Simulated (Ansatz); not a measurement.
Molecule: C2H3F2, net charge 0, doublet state. It need not be the lowest isomer of its formula. 
Geometry from a B3LYP-D3(BJ)/def2-TZVP (Ansatz, a quantum-chemistry and plane-wave program) optimisation:
SMILES: F[C](F)C
```xyz
7

C     -1.3819    -0.1393    -0.0395
C      0.0723     0.0128    -0.2998
F      0.8379    -1.0163     0.0887
F      0.6175     1.1598     0.1282
H     -1.5758    -0.1785     1.0400
H     -1.7431    -1.0601    -0.4942
H     -1.9220     0.7061    -0.4621
```
Charge 0, spin multiplicity 2.

Total electronic energies in hartree. Correlated levels leave the core frozen unless marked. Open shells are spin-unrestricted. Spin-orbit coupling is left out. Non-relativistic. Basis-set limits of correlation are two-point, X^-3; Hartree-Fock from the larger set (for Q and 5 zeta extrapolated as (X+1)exp(-9√X)). The bracket is a focal-point correction in the basis named.

```csv
level,program,energy (Eh)
HF/cc-pVQZ,Ansatz,-276.44350
B3LYP-D3(BJ)/def2-TZVPD,Ansatz + dftd3,[?]
BHLYP/def2-TZVPD,Ansatz,[?]
MP2/STO-3G,Ansatz,-272.71380
RI-MP2/cc-pVTZ,Ansatz,-277.23120
SCS-MP2/cc-pVDZ,Ansatz,-276.93504
CCSD(T)/cc-pVTZ,Ansatz,-277.27979
"RI-MP2/CBS(cc-pVTZ,cc-pVQZ)+[CCSD(T)-MP2]/cc-pVQZ",Ansatz,-277.4157
"CCSD(T)/CBS(cc-pVQZ,cc-pV5Z)",Ansatz,-277.4217
```

Task: Fill in the missing entries.

Result: 
- B3LYP-D3(BJ)/def2-TZVPD, energy (Eh): -277.77527
- BHLYP/def2-TZVPD, energy (Eh): -277.64465
